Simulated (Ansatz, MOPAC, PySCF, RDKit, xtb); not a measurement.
Noncovalent pair: aminoborane (SMILES BN) (first 6 atoms) with HF (SMILES F); geometry from B3LYP-D3(BJ)/def2-TZVP, rigid monomers moved along the line of their centres of mass till N2···H8 is 2.68 Å.
(charge 0, multiplicity 1):
```xyz
8

B      0.90642    -0.12577     0.06133
N     -0.14341     0.57943     0.66532
H      0.66260    -0.82367    -0.87059
H      1.99912    -0.02550     0.52061
H      0.01238     1.27652     1.37838
H     -1.06486     0.63324     0.25706
F     -1.31955    -1.77354     3.14501
H     -0.97988    -1.19573     2.48722
```

Monomers are frozen at their geometry in the pair; levels with a basis set take the counterpoise correction. RDKit's UFF carries no charges.

The state reached by PM6 isn't checked.

Programs: Ansatz (Gaussian basis) for Hartree–Fock, density functionals and correlated methods; MOPAC for PM6 (differences of heats of formation); PySCF for the dispersion terms; RDKit for the force fields; xtb for the GFN methods. Each number belongs to the level named beside it.

**Question.** One of these levels gives -32.4 meV for the interaction energy. Which one is it?
A. PM6
B. UFF
C. PBE-D4/def2-TZVPPD
D. GFN1-xTB

**Answer.** A, PM6. The others give -8.0 (UFF), -88.7 (GFN1-xTB), -131.8 (PBE-D4/def2-TZVPPD)

Ansatz is a first-principles code.
